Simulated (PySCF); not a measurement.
Ionisation energy of N⁺ by level of theory

N⁺ [He] 2s2 2p2 (3P) → N²⁺ [He] 2s2 2p1 (2P), as a difference of total energies. All numbers are calculated (PySCF 2.14, the spin-free X2C one-electron Hamiltonian (Gaussian nucleus), in x2c-TZVPall (5s3p2d1f, 31 functions)). Correlated levels: valence: 1s2 frozen. The calculations carry no spin-orbit coupling.

| method | ionisation energy (eV) |
| --- | --- |
| UHF | 29.203 |
| PBE0 | 29.906 |
| BP86 | 29.925 |
| MP2 (valence) | 29.611 |
| SCS-MP2 (valence) | 29.478 |
| CCSD (valence) | 29.457 |
| CCSD(T) (valence) | 29.472 |

Errors of the correlated levels include the incompleteness of this basis and the frozen core.

Problem. Which method comes closest to the reference value, and which is furthest?

Solution. The reference is 29.601 eV (semi-empirical (NIST evaluation); NIST Atomic Spectra Database, ionization energies). Closest: MP2 (valence) (error 0.010 eV); furthest: UHF (error -0.398 eV).
